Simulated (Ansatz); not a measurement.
CH7Al2BOSi, 13 atoms. Total charge 0; spin multiplicity 1. The bonds changed during the relaxation, so this is another structure than the one it started from. All runs use 4 threads of an Intel Xeon on a shared host. Correlated methods freeze the cores.

(1) How many basis functions does each run have, and how long does it take in Ansatz? RKS ωB97M-V/def2-QZVPP energy; RHF-CCSD(T)/def2-TZVPP energy; RHF-CCSD(T)/def2-SVP energy; RKS ωB97X-V/def2-TZVPP energy; RKS PBE0-D4/def2-QZVPP energy; RKS CAM-B3LYP-D4/def2-TZVPP energy; RHF-MP2/def2-QZVPP energy; RKS ωB97M-V/def2-SVP energy; RKS PBE0-D4/def2-SVP energy; RKS PBE0-D4/def2-TZVP frequencies; RKS SPW92 (LDA)/def2-TZVPP energy; RKS PBE0-D4/def2-TZVP relaxation (17 steps). (An estimate is asked.)

Answers

(1) The calculation gave: Other jobs shared the machine, so times are rough.

```json
{"level": "RKS PBE0-D4/def2-SVP", "job": "energy", "functions": "131", "wall time": "1.4 s", "peak host memory (GiB)": "0.38"}
{"level": "RKS SPW92 (LDA)/def2-TZVPP", "job": "energy", "functions": "317", "wall time": "2.1 s", "peak host memory (GiB)": "0.55"}
{"level": "RKS ωB97M-V/def2-SVP", "job": "energy", "functions": "131", "wall time": "4.6 s", "peak host memory (GiB)": "0.52"}
{"level": "RKS CAM-B3LYP-D4/def2-TZVPP", "job": "energy", "functions": "317", "wall time": "6 s", "peak host memory (GiB)": "1.3"}
{"level": "RHF-CCSD(T)/def2-SVP", "job": "energy", "functions": "131", "wall time": "6.5 s", "peak host memory (GiB)": "0.74"}
{"level": "RKS ωB97X-V/def2-TZVPP", "job": "energy", "functions": "317", "wall time": "11 s", "peak host memory (GiB)": "1.4"}
{"level": "RKS PBE0-D4/def2-QZVPP", "job": "energy", "functions": "591", "wall time": "14 s", "peak host memory (GiB)": "2.8"}
{"level": "RKS ωB97M-V/def2-QZVPP", "job": "energy", "functions": "591", "wall time": "27 s", "peak host memory (GiB)": "3.4"}
{"level": "RHF-MP2/def2-QZVPP", "job": "energy", "functions": "591", "wall time": "33 s", "peak host memory (GiB)": "5"}
{"level": "RKS PBE0-D4/def2-TZVP", "job": "relaxation (17 steps)", "functions": "246", "wall time": "81 s", "peak host memory (GiB)": "0.88"}
{"level": "RKS PBE0-D4/def2-TZVP", "job": "frequencies", "functions": "246", "wall time": "4.1 min", "peak host memory (GiB)": "0.92"}
{"level": "RHF-CCSD(T)/def2-TZVPP", "job": "energy", "functions": "317", "wall time": "8.5 min", "peak host memory (GiB)": "4.2"}
```
